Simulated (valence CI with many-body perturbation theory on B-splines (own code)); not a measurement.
## Ladder of approximations for Zn XXVI

Calculated by relativistic CI+MBPT: three valence electrons over a frozen Dirac-Fock core [He], a basis of 11 s, 11 p, 9 d, 7 f, 5 g, 2 h, 1 i functions for each j, with the one-electron correlation potential Σ1, the two-electron term Σ2, the three-electron term Σ3, Breit, model QED; selected CI, second order for the rest (own B-spline code, finite nucleus).

No measured spectrum was set against this ion. As an estimate, levels of excited configurations hold to 0.05 to 0.15 % of their energy, terms of the ground configuration to about 0.5 %.

Each rung adds one term. CI alone is the Dirac-Coulomb CI over the frozen core; QED comes last and gives the full result, which names the levels. Energies are above 2s2 2p 2P°_1/2 on the same rung, in eV.

Names give the largest LS component (configuration and term), which can be under half, so a name can repeat, a term be missing and a line seem to break the LS rules; names also repeat where a configuration has a term twice.

```csv
Level,CI alone,Σ1,Σ2,Σ3,Breit,QED,Full
2s2 2p 2P°_3/2,28.2,+0.02,0.00,0.00,-0.80,+0.06,27.5
2s 2p2 4P_1/2,64.0,-0.18,-0.02,+0.01,+0.63,-0.72,63.7
2s 2p2 4P_3/2,79.2,-0.16,-0.02,+0.01,+0.10,-0.68,78.4
2s 2p2 4P_5/2,90.7,-0.15,-0.03,+0.01,-0.66,-0.66,89.2
2s 2p2 2D_3/2,120.8,-0.16,-0.10,-0.03,-0.24,-0.68,119.6
2s 2p2 2D_5/2,129.6,-0.14,-0.07,-0.02,-0.75,-0.64,128.0
2s 2p2 2P_1/2,133.3,-0.16,-0.24,-0.05,+0.43,-0.71,132.6
2s 2p2 2S_1/2,163.2,-0.14,-0.11,-0.05,-0.30,-0.64,162.0
2s 2p2 2P_3/2,165.4,-0.14,-0.31,-0.05,-0.73,-0.65,163.5
2p3 4S°_3/2,200.9,-0.34,-0.33,-0.04,+0.48,-1.43,199.2
2p3 2D°_3/2,224.0,-0.33,-0.29,-0.04,+0.35,-1.41,222.3
2p3 2D°_5/2,232.1,-0.32,-0.27,-0.04,-0.46,-1.39,229.6
2p3 2P°_1/2,252.0,-0.31,-0.26,-0.04,+0.33,-1.37,250.3
2p3 2P°_3/2,269.9,-0.29,-0.26,-0.04,-0.56,-1.32,267.4
2s2 3s 2S_1/2,1395.0,+0.30,-0.05,-0.04,-1.40,+0.25,1394.0
2s2 3p 2P°_1/2,1421.6,+0.26,-0.05,-0.04,-1.14,+0.01,1420.6
2s2 3p 2P°_3/2,1429.6,+0.26,-0.05,-0.04,-1.40,+0.03,1428.4
2s 2p 3s 4P°_1/2,1447.9,+0.12,-0.04,-0.04,-0.56,-0.49,1446.9
2s2 3d 2D_3/2,1453.7,+0.30,-0.06,-0.04,-1.59,+0.04,1452.4
```

The middle columns are the shifts that each term adds.

Q: How does the ionisation energy move along the ladder, and which term matters most?

A: CI alone 2493.4, + Σ1 2493.8, + Σ2 2493.7, + Σ3 2493.7, + Breit 2492.0, + QED 2492.1 eV. The largest step is Breit, -1.6 eV. NIST lists 2491.5 ± 1.1 eV (semi-empirical).
